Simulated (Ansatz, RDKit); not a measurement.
System: aminomethylgermylmethanamine, C2H10GeN2, net charge 0, singlet state. SMILES: N[CH2][GeH2][CH2]N

Atoms: N1, C2, Ge3, C4, N5, H6, H7, H8, H9, H10, H11, H12, H13, H14, H15. Bonds: N1-C2, N1-H6, N1-H7, C2-Ge3, C2-H8, C2-H9, Ge3-C4, Ge3-H10, Ge3-H11, C4-N5, C4-H12, C4-H13, N5-H14, N5-H15.

Bond lengths (Å) and angles (degrees) optimised at UFF with RDKit; PBE/6-31G* with LANL2DZ past Ar with Ansatz (a quantum-chemistry and plane-wave program); B3LYP/LANL2DZ with Ansatz, each started from the B3LYP-D3(BJ)/def2-TZVP structure (Ansatz) of the last column. A row stands for all coordinates that are equal there; 12 of 20 kinds are shown. 6-31G* holds six Cartesian d functions. No wavenumbers were computed at UFF, PBE/6-31G* with LANL2DZ past Ar, B3LYP/LANL2DZ, so these may be saddle points.

```csv
coordinate,UFF,PBE/6-31G* with LANL2DZ past Ar,B3LYP/LANL2DZ,B3LYP-D3(BJ)/def2-TZVP
N1-C2,1.457,1.473,1.476,1.466
N1-H6,1.046,1.028,1.015,1.014
N1-H7,1.046,1.027,1.014,1.012
C2-Ge3,1.949,2.004,1.989,1.981
C2-H8,1.112,1.113,1.107,1.099
C2-H9,1.111,1.105,1.099,1.091
Ge3-H10,1.550,1.565,1.550,1.542
N1-C2-Ge3,109.9,109.5,110.6,110.1
C2-Ge3-C4,110.3,109.0,109.5,108.2
C2-N1-H6,107.6,109.6,116.2,111.4
C2-N1-H7,108.0,109.6,116.7,111.6
N1-C2-H8,110.4,116.0,114.5,114.8
```

Mean signed difference of all 14 bond lengths from B3LYP-D3(BJ)/def2-TZVP: UFF 0.009 Å, PBE/6-31G* with LANL2DZ past Ar 0.016 Å, B3LYP/LANL2DZ 0.006 Å.
